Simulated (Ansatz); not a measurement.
The first iterations of a band of BFH2O + ClH (7 atoms, charge 0, multiplicity 1).

All numbers below come from RKS PBE0/cc-pVDZ in Ansatz.

| Quantity | Value |
| --- | --- |
| movable images | 7 |
| climbing image | yes |
| spring | 5.0 eV/Å² |
| optimiser | quadratic models (default) |
| start path | straight line |
| force threshold | 0.05 eV/Å |
| iteration limit | 60 |
| end points | relaxed |

Initial state:

```xyz
7
Properties=species:S:1:pos:R:3
B -0.098 -0.576 -0.046
O -0.431 0.258 0.972
H -1.164 -0.075 1.503
F 0.904 -0.189 -0.829
H -0.666 -1.619 -0.251
Cl 0.566 3.119 2.066
H 0.244 1.967 1.545
```

Final state:

```xyz
7
Properties=species:S:1:pos:R:3
B -0.295 0.462 0.032
O 0.104 -0.202 1.555
H -0.265 0.436 2.193
F 0.950 0.808 -0.426
H -0.884 -0.417 -0.541
Cl -1.326 1.901 0.535
H 1.070 -0.103 1.612
```

| iteration | highest image above the first end (eV) | largest band force component (eV/Å) |
| --- | --- | --- |
| 1 | 6.140 | 25.843 |
| 2 | 2.338 | 2.999 |
| 3 | 1.668 | 2.968 |
| 4 | 1.276 | 2.000 |
| 5 | 1.048 | 1.784 |
| 6 | 0.864 | 1.501 |
| 7 | 0.718 | 0.990 |

Q: Does the band converge within its limit, and where does its top end?

A: The forces met the threshold. It ended after 23 iterations with the highest image 0.891 eV above the first end. Another band between the same ends (7 images) ends at a top of the same energy, where a vibrational analysis finds 1 clearly imaginary mode. The orbitals stay closed-shell, which can raise the energy where a bond breaks towards radicals; this wasn't checked here.

Run time: 7.7 min on 1 thread of Arm Neoverse V1, on a shared host, peak memory 0.17 GiB.
